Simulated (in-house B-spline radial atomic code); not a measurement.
Successive ionisation energies of chlorine; each step leads to the configuration of the next row (after the last: [He] 2s2 2p5). Dirac energy differences include first-order Breit, QED and recoil terms. NIST's values go from ground level to ground level; the uncertainty of those that are theory runs from under 0.1 % in few-electron ions to several per cent in heavy many-electron ones. Computed with a B-spline radial code for spherical atoms: Dirac-Hartree-Fock, average of the configuration, finite nuclei.

| ion | configuration | ionisation energy (eV) | tabulated value (eV) | computed minus tabulated (eV) | highest orbital | largest mean radius (bohr) |
| --- | --- | --- | --- | --- | --- | --- |
| Cl | [Ne] 3s2 3p5 | 12.7 | 12.96763 | -0.3 | 3p3/2 | 1.8445 |
| Cl+ | [Ne] 3s2 3p4 | 24.3 | 23.81364 | 0.5 | 3p3/2 | 1.7141 |
| Cl2+ | [Ne] 3s2 3p3 | 37.3 | 39.8 | -2.5 | 3p3/2 | 1.6124 |
| Cl3+ | [Ne] 3s2 3p2 | 51.4 | 53.24 | -1.8 | 3p3/2 | 1.5283 |
| Cl4+ | [Ne] 3s2 3p1 | 66.7 | 67.68 | -1.0 | 3p3/2 | 1.4563 |
| Cl5+ | [Ne] 3s2 | 95.0 | 96.94 | -2.0 | 3s1/2 | 1.3232 |
| Cl6+ | [Ne] 3s1 | 113.7 | 114.2013 | -0.5 | 3s1/2 | 1.2792 |
| Cl7+ | [He] 2s2 2p6 | 347.3 | 348.306 | -1.0 | 2p3/2 | 0.43619 |

Where is the largest jump?

From Cl6+ to Cl7+, by a factor of 3.05 (113.69 to 347.3 eV); the highest orbital goes from 3s1/2 to 2p3/2.

Where a p, d or f electron is removed, the computed value is a mean over both j, so it misses the tabulated one by a part of the spin-orbit splitting; averaging over terms and missing correlation add to the gap, relatively most at low charge.
